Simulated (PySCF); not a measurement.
An unknown shows these calculated signals:

1H NMR (500 MHz, computed): δ 5.07 (s, 2H), 4.86 (s, 6H), 3.66 (s, 2H), 0.98 (br s, 2H).

13C{1H} NMR (computed): δ 121.7 (C), 87.1 (C), 36.9 (CH2).

- structure optimised with GFN2-xTB
- shieldings: GIAO PBE0/pcSseg-1
- code: PySCF 2.14.0 with density-fitted response routines
- non-relativistic Hamiltonian, single conformer, averaged over atoms made equivalent by symmetry, fast rotation or ring inversion, gas phase

Referencing at the same level of theory: 1H (σ = 31.72 ppm), 13C (σ = 186.93 ppm) against TMS.

Which of these does the molecule contain: an NH or NH2 group, a Si–H bond, a C≡C triple bond, an amide, a (CH3)2CH unit, an S-methyl group?

Answers


- An NH or NH2 group: yes (δH 0.98 (br s)).
- A Si–H bond: yes (δH 5.07 (s)).
- A C≡C triple bond: yes (δC 121.7, 87.1).
- An amide: no.
- A (CH3)2CH unit: no.
- An S-methyl group: no.

The data belong to `NCC#C[SiH2]N([SiH3])[SiH3]`, C₃H₁₂N₂Si₃; they needn't prove each group on their own.

Carbon signals by region: 1 in the sp2 and nitrile region (100–160 ppm), 1 at 50–100 ppm, 1 below 50 ppm.

Exchangeable OH/NH protons stand at their gas-phase positions; hydrogen bonding in a real sample shifts them, mostly to higher δ. Shifts are as computed. Against solution values, carbons near 30 ppm lie about +3 ppm off and those near 130 ppm about +5 ppm. Of 1211 compounds with measured shifts, 218 miss one by over three times the rms of a fit or turn the order of signals round; such compounds aren't used in these exercises. Multiplicities follow the n + 1 count of equivalent neighbours, as no J values were calculated; m marks all less simple cases, F and P coupling included.
